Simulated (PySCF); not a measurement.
## How well do the runs reproduce experiment for hexafluoroethane?

**The experiment to reproduce.**

NIST CCCBDB Release 22 (SRD 101), experimental polarizabilities lists, for the gas: mean polarisability 4.668 Å³.

How close the calculation comes is told at the end.

Species: hexafluoroethane, C2F6.
Numbering: `[F:1][C:2]([F:3])([F:4])[C:5]([F:6])([F:7])[F:8]`

Cartesian coordinates in Å at the PBE0-D3(BJ)/def2-TZVP level; atoms count from 1:
```xyz
8
C2F6 angstrom
F     -0.1664    0.5131   -1.6671
C      0.4940    0.0776   -0.6044
F      1.4441    0.9488   -0.2960
F      1.0518   -1.0906   -0.8876
C     -0.4793   -0.0818    0.5902
F     -1.0555    1.0810    0.8581
F     -1.4150   -0.9718    0.2928
F      0.1868   -0.4930    1.6597
```

The PySCF runs (gas phase, on this PBE0-D3(BJ)/def2-TZVP geometry; no spin–orbit coupling):

```
                level                                                                                         job  basis functions  wall time
CAM-B3LYP/aug-cc-pVTZ                          10 singlets by full TDDFT, 4 Tamm–Dancoff triplets, polarisability              368    2.4 min
     PBE0/aug-cc-pVTZ  10 singlets by full TDDFT, 4 Tamm–Dancoff triplets, polarisability, dynamic polarisability              368    2.1 min
  wB97X-D/aug-cc-pVTZ               10 singlets by full TDDFT, 4 Tamm–Dancoff triplets, polarisability, ΔSCF ions              368    3.0 min
```

Hardware: Arm Neoverse V1, one thread, no GPU, shared host.

## Comparison

**Mean polarisability.** Measured: 4.668 Å³ (NIST CCCBDB Release 22 (SRD 101), experimental polarizabilities).

```
                level  computed (Å³)  computed − measured (Å³)  % (from the printed values)
CAM-B3LYP/aug-cc-pVTZ          4.779                    +0.111                           +2
     PBE0/aug-cc-pVTZ          4.765                    +0.097                           +2
  wB97X-D/aug-cc-pVTZ          4.784                    +0.116                           +2
```

Closest is PBE0/aug-cc-pVTZ (+0.097 Å³), furthest wB97X-D/aug-cc-pVTZ (+0.116 Å³); one molecule doesn't rank methods. All 3 levels lie above the measurement. The computed values are static and purely electronic, with core orbitals frozen in the response (1 au = 0.148185 Å³). The table of measured values doesn't say here whether a value is static or optical, or holds a vibrational part.

The geometry is computed, not the measured one. Where a level misses, the cause wasn't examined.
